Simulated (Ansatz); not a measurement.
A nudged elastic band was laid between two geometries of C$_{2}$H$_{5}$ClF$_{2}$Si (11 atoms, charge 0, multiplicity 1).

All numbers below come from RHF/def2-SVP in Ansatz.

* movable images: 7
* climbing image: yes
* spring: 5.0 eV/Å²
* optimiser: quadratic models (default)
* start path: IDPP
* force threshold: 0.05 eV/Å
* iteration limit: 60
* end points: relaxed

Image 0:

```xyz
11
Properties=species:S:1:pos:R:3
C 0.829 -1.138 -0.455
C 0.575 0.137 0.324
F 0.752 -0.115 1.670
Si -1.168 0.844 0.134
F -1.421 1.050 -1.439
Cl -1.292 2.681 1.038
H 0.118 -1.919 -0.181
H 1.834 -1.505 -0.245
H 0.743 -0.952 -1.527
H 1.306 0.896 0.038
H -2.211 -0.037 0.664
```

Image 8:

```xyz
11
Properties=species:S:1:pos:R:3
C 0.694 -1.278 -0.269
C 0.449 0.001 0.506
F 0.099 -0.317 1.803
Si -0.949 1.077 -0.175
F -0.609 1.364 -1.718
Cl -1.005 2.879 0.804
H 1.478 -1.862 0.215
H 1.009 -1.049 -1.288
H -0.207 -1.893 -0.314
H 1.368 0.588 0.555
H -2.262 0.434 -0.098
```

(1) Which bonds break or form, and what moves?

(2) What energy profile does the band end with?

(3) What is the geometry of the highest image?

(4) What are the harmonic wavenumbers there?

The band took 5 iterations and about 100 core-seconds.

Results:

(1) No bond is made or broken. The dihedral H9–C1–C2–Si4 goes from 64 to -57°. The two ends are copies of one structure, up to a mirror image or an exchange of like atoms.

(2) The run converged. The highest image is number 4 of 0 to 8, 0.160 eV above the ends, which have the same energy within 2 meV. A vibrational analysis at the climbing image gives one clearly imaginary mode, 257i cm⁻¹: a first-order saddle point.

```csv
image,path coordinate (Å),energy (eV),dihedral H9–C1–C2–Si4 (°)
0,0.00,0.000,64
1,0.44,0.016,50
2,0.87,0.069,34
3,1.31,0.132,18
4,1.74,0.160,2
5,2.18,0.132,-13
6,2.62,0.071,-29
7,3.05,0.018,-44
8,3.49,0.000,-57
```

(3) 
```xyz
11
Properties=species:S:1:pos:R:3:forces:R:3
C 0.730 -1.254 -0.327 0.00 0.00 0.00
C 0.480 0.028 0.474 0.00 0.00 0.01
F 0.219 -0.293 1.794 0.00 0.00 0.00
Si -1.001 1.045 -0.108 0.00 0.00 -0.01
F -0.781 1.342 -1.670 0.00 0.00 0.01
Cl -1.065 2.846 0.872 0.00 0.00 0.00
H 0.611 -2.104 0.344 0.00 0.00 0.00
H 1.739 -1.281 -0.736 0.00 0.00 0.00
H 0.037 -1.386 -1.159 0.00 0.00 0.00
H 1.372 0.655 0.478 0.00 0.00 0.00
H -2.277 0.347 0.058 0.00 0.00 0.00
```

(4) 257i, 51, 113, 210, 244, 309, 342, 509, 598, 749, 873, 893, 957, 997, 1101, 1145, 1218, 1396, 1448, 1528, 1583, 1604, 2437, 3190, 3235, 3271, 3298 cm⁻¹.

Run time: 52 s on 2 threads of Arm Neoverse V2, with other jobs on the host, peak memory 0.27 GiB.
